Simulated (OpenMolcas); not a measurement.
**W: the spin-orbit constant, worked from levels**

- Program: OpenMolcas 26.06
- Basis: ANO-R1 [7s5p4d2f]
- Scalar Hamiltonian: X2C, finite nucleus
- Active space: 6 electrons in 6 orbitals (5d 6s)
- State averaging: 2S+1 = 7 even, 1 root; 2S+1 = 5 even, 5 roots
- Spin-orbit coupling: RASSI with atomic mean-field integrals over the reference wave functions, term energies averaged over their components

Methods: CASSCF; SS-CASPT2, IPEA 0.25 Eh, imaginary shift 0.1 Eh (closed shells correlated: 5s 5p). Measured levels: NIST Handbook of Basic Atomic Spectroscopic Data.

**The spin-orbit constant.** For the Hund term ⁵D of d4, E(J) = (A/2) J(J+1) + constant and ζ = 2S·A = 4A. From J = 0 to J = 4 the energy changes by 10 A.

```
   Source  E(4) - E(0)      A     ζ
   CASSCF       5133.1  513.3  2053
SS-CASPT2       5133.1  513.3  2053
 measured       6219.3  621.9  2488
```

All in cm-1. SS-CASPT2 is off by -17.5 % and CASSCF by -17.5 %. Both methods take the spin-orbit matrix elements from the reference wave functions, so the second can move ζ only through the term energies and any multistate remixing. Second-order mixing with other terms is absorbed into this ζ.

CASPT2 breaks the degeneracy within a term, and the mean is taken; among the terms shown or strongly mixed into the levels shown the widest spread is 76 cm-1 (5d⁴ 6s² ⁵D, SS-CASPT2). The lowest computed level is not the ground level that NIST lists (5D0). Without dynamic correlation excited terms often stand tens of per cent too high (terms of higher spin than the ground term too low), and those without a measured partner can miss by more than the paired ones (holds for CASSCF). Computed and measured levels are paired by configuration, term and J; levels that our copy of the source lacks, or whose pairing is in doubt (as where it misses far off the trend of its configuration), stay unpaired and out of the deviations. Levels of configurations outside the active space are missing.
